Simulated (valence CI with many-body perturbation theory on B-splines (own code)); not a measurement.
Results of a calculation; reference values are marked as such.
## Sensitivity of CI+MBPT for Ar¹²⁺

Method: relativistic CI+MBPT: four valence electrons over a frozen Dirac-Fock core [He], a basis of 6 s, 6 p, 5 d, 3 f, 1 g functions for each j, with the one-electron correlation potential Σ1 (screened to all orders), the two-electron term Σ2, the three-electron term Σ3, Breit, model QED; selected single and double excitations, second order for the rest, scaled by the run's own slope (own B-spline code, finite nucleus).

No measured levels were compared; by estimate levels of excited configurations hold to 0.05 to 0.15 % of their energy, terms of the ground configuration to about 0.5 %.

The reference run has the lowest level 2s²2p² ³P_0 and an ionisation energy of 685.877 eV. Its largest variational space holds 11418 state functions.

Changed runs:
A. scale of Σ1 1 → 0; scale of Σ2 1 → 0; three-electron term on → off
B. three-electron term on → off; selection threshold (hartree) 2e-08 → 2e-07
C. highest l with Σ1, explicit Σ2 and valence Breit (higher l get mean screening factors) 3 → 2
D. highest l in the core sums 6 → 2 (bad on purpose)

Excitation energies of the reference run in cm⁻¹, and shifts in cm⁻¹:

| Level | Reference | A | B | C | D |
| --- | --- | --- | --- | --- | --- |
| 2s²2p² ³P_1 | 9849 | -21 | -4.3 | -0.6 | +4.2 |
| 2s²2p² ³P_2 | 21845 | -49 | +4.4 | -2.3 | +7.6 |
| 2s²2p² ¹D_2 | 85372 | -105 | +223 | +12 | +5.6 |
| 2s²2p² ¹S_0 | 162703 | -525 | +428 | +12 | -13 |
| 2s2p³ ⁵S°_2 | 227007 | +1226 | -196 | -11 | -347 |
| 2s2p³ ³D°_2 | 422850 | +1836 | +230 | +11 | -349 |
| 2s2p³ ³D°_1 | 423396 | +1838 | +231 | +11 | -349 |
| 2s2p³ ³D°_3 | 424129 | +1833 | +227 | +11 | -347 |
| 2s2p³ ³P°_0 | 495816 | +1664 | +350 | +12 | -344 |
| 2s2p³ ³P°_1 | 496164 | +1675 | +350 | +11 | -344 |
| 2s2p³ ³P°_2 | 497376 | +1670 | +348 | +10 | -343 |
| 2s2p³ ¹D°_2 | 626521 | +3674 | +722 | +21 | -345 |
| Ionisation energy (eV) | 685.877 | -0.186 | +0.057 | -0.0012 | +0.046 |
